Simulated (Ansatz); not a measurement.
Ta2O5⁺. Total charge 1; doublet. Geometry PBE-D4/def2-SVP; atoms count from 1.

```xyz
7

Ta    0.696    0.429   -1.110
Ta    0.103   -0.680    1.476
O    -1.394   -1.395    1.039
O    -0.248   -0.252   -2.361
O     1.306   -1.054    0.038
O     0.038    1.260    1.098
O    -0.502    1.692   -0.179
```

In the def2 sets Ta takes a core potential; there is no spin–orbit coupling. The structure holds 1 bond(s) between oxygen atoms. Another isomer (doublet) lies 2.91 eV lower at PBE0-D4/def2-TZVP; other spin states weren't run for this one.

(1) Estimate the Mulliken populations from the PBE0/def2-TZVP orbitals of Ansatz.

(2) Where does the spin sit?

(3) And the Mayer bond orders between heavy atoms (over 0.3)?

Results:

(1) 
```tsv
atom	charge (e)	spin (α − β)	d electrons
Ta1	1.42	0.50	2.78
Ta2	1.41	0.47	2.82
O3	-0.37	0.01	–
O4	-0.37	-0.04	–
O5	-0.56	0.02	–
O6	-0.32	0.03	–
O7	-0.21	0.01	–
```
Mulliken values depend strongly on the basis.

(2) Summed by element: Ta 0.96, O 0.04, of 1 unpaired in all. Largest on single atoms: Ta1 0.50, Ta2 0.47, O4 -0.04.

(3) Ta1–Ta2 0.57 (2.87 Å); Ta1–O4 2.32 (1.71 Å); Ta1–O5 0.93 (1.97 Å); Ta1–O7 1.04 (1.97 Å); Ta2–O3 2.29 (1.72 Å); Ta2–O5 1.12 (1.91 Å); Ta2–O6 0.97 (1.98 Å); O6–O7 0.84 (1.45 Å).
